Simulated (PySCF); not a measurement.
# Radial density of Ge²⁺ (germanium, charge +2)

UHF, [Ar] 3d9 4s2 4p1, one real determinant (an excited configuration). All numbers are calculated (PySCF 2.14, scalar relativity by spin-free X2C-1e, in aug-cc-pVDZ-DK).

```csv
r (bohr),4πr²ρ (e/bohr),4πr²(ρα − ρβ)
0.000627,0.1921,0.0000
0.00105,0.4965,0.0000
0.00177,1.198,0.0000
0.00298,2.845,0.0000
0.00502,6.492,0.0000
0.00844,13.70,0.0001
0.0142,25.20,0.0004
0.0239,36.87,0.0016
0.0402,38.11,0.0070
0.0676,31.56,0.0250
0.114,41.26,0.0795
0.191,40.32,0.2919
0.322,21.95,0.9997
0.541,28.03,1.4575
0.910,11.98,0.7368
1.53,2.887,0.5566
2.57,1.018,0.4175
4.33,0.03169,0.0202
7.28,0.0002858,0.0001
```

Densities and radii are taken from the X2C orbitals without a picture-change correction, which distorts them close to the nucleus.

⟨L²⟩ = 8.03 against 12 for a pure F term, so this real determinant mixes terms.
